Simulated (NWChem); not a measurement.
System: C$_{4}$H$_{6}$S; SMILES C1=CSCC1

Input file for NWChem:

```
start job
memory heap 200 mb stack 900 mb global 1100 mb
geometry units angstroms noautoz
  C      0.880046    -1.176853     0.104800
  C      1.265589     0.102135     0.022949
  S     -0.032572     1.256993    -0.252360
  C     -1.272972    -0.045065     0.113707
  C     -0.589720    -1.392884    -0.131748
  H      1.580775    -2.002903     0.244861
  H      2.290846     0.472326     0.087952
  H     -1.566814     0.063016     1.169902
  H     -2.160305     0.115742    -0.513496
  H     -0.746436    -1.729893    -1.174987
  H     -1.020491    -2.172171     0.517425
end
basis spherical
  * library sto-3g
end
dft
  xc b3lyp
  iterations 150
  mulliken
end
task dft energy
```

Coordinates come from a PBE0/def2-SVP optimisation.

Problem. Predict the main results of this run. (B3LYP/STO-3G.) Quantities: basis functions; energy (Ha); highest occupied level (eV); orbital gap (eV); dipole (D).

Solution. 
```
Property                       Value
---------------------------  -------
number of basis functions         35
energy (Ha)                  -547.92
highest occupied level (eV)    -2.86
orbital gap (eV)                6.51
dipole (D)                      0.57
```
